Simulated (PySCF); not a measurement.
PySCF 2.14 output of an unrestricted PBE calculation on a single atom or ion in aug-cc-pwCVDZ-PP with ECP10MDF (6s5p4d1f, 48 functions), with scalar relativity through the core potential:

```
SCF conv_tol = 1e-09
number electrons alpha = 12  beta = 9
    J. P. Perdew, K. Burke, and M. Ernzerhof.,  Phys. Rev. Lett. 77, 3865 (1996)
    J. P. Perdew, K. Burke, and M. Ernzerhof.,  Phys. Rev. Lett. 78, 1396 (1997)
    J. P. Perdew, K. Burke, and M. Ernzerhof.,  Phys. Rev. Lett. 77, 3865 (1996)
    J. P. Perdew, K. Burke, and M. Ernzerhof.,  Phys. Rev. Lett. 78, 1396 (1997)
cycle= 1 E= -259.112217479135  delta_E= -0.00344  |g|= 0.205  |ddm|= 1.31
cycle= 2 E= -259.103659882429  delta_E= 0.00856  |g|= 0.309  |ddm|= 0.82
cycle= 3 E= -259.118629279681  delta_E= -0.015  |g|= 0.00234  |ddm|= 0.536
cycle= 4 E= -259.118633432985  delta_E= -4.15e-06  |g|= 0.000342  |ddm|= 0.0184
cycle= 5 E= -259.118633918442  delta_E= -4.85e-07  |g|= 7.21e-05  |ddm|= 0.00498
cycle= 6 E= -259.11863397008  delta_E= -5.16e-08  |g|= 7.53e-06  |ddm|= 0.00228
cycle= 7 E= -259.118633970123  delta_E= -4.25e-11  |g|= 6.87e-07  |ddm|= 7.99e-05
converged SCF energy = -259.118633970123  <S^2> = 3.7510006  2S+1 = 4.0005003
```

The run itself started from symmetry-adapted Hartree-Fock orbitals and held the occupation by maximum overlap, on a logarithmic radial grid, so the iterations belong to that start.

Which element, charge and spin multiplicity is this?

Ga (gallium, neutral), multiplicity 4; the state was [Ar] 3d10 4s1 4p1 5s1, high-spin 4P determinant (an excited configuration).

Energies and moments cover only the electrons outside the core potential. The outer electron is Rydberg-like, and this basis confines it to a smaller radius and binds it less than a complete one would.
